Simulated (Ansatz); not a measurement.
K₃Bi⁺, relaxed as a doublet with UKS PBE0-D4/def2-TZVP in Ansatz, starting from the GFN1-xTB geometry. Force threshold 0.02 eV/Å.

In the def2 sets Bi takes a core potential; there is no spin–orbit coupling. The relaxation made no stability test and no search for a lower SCF solution. The structure comes from a short search, and lower isomers may exist.

Start:

```xyz
4

K    -0.8391    0.5476   -2.0766
K    -1.5309   -1.1713    1.2630
K     0.7573    1.8722    1.1200
Bi    1.6127   -1.2485   -0.3064
```

```csv
step,energy (eV),largest force component (eV/Å),SCF passes
1,-54797.8444,0.681,60
2,-54798.1509,0.516,37
3,-54798.4411,0.330,34
4,-54798.6149,0.203,37
5,-54798.7218,0.188,38
6,-54798.8146,0.223,39
7,-54798.9134,0.268,34
8,-54799.0044,0.239,29
9,-54799.0822,0.178,29
10,-54799.1514,0.133,27
11,-54799.2010,0.083,24
12,-54799.2302,0.036,23
13,-54799.2382,0.038,24
14,-54799.2395,0.007,18
```

Force components are those of the run's own axes.

End:

Cartesian coordinates in Å:
```
K -0.358 0.147 -3.330
K -1.414 -2.474 1.765
K 1.786 2.332 1.570
Bi -0.014 -0.005 -0.005
```

Bonds lost: K1–K2, K1–K3, K2–K3 (atoms count from 1).

No frequencies were taken in this run, so the end may be a saddle point.

Run time 67 s (4 threads of Arm Neoverse V2 on a shared host), peak host memory 0.69 GiB.
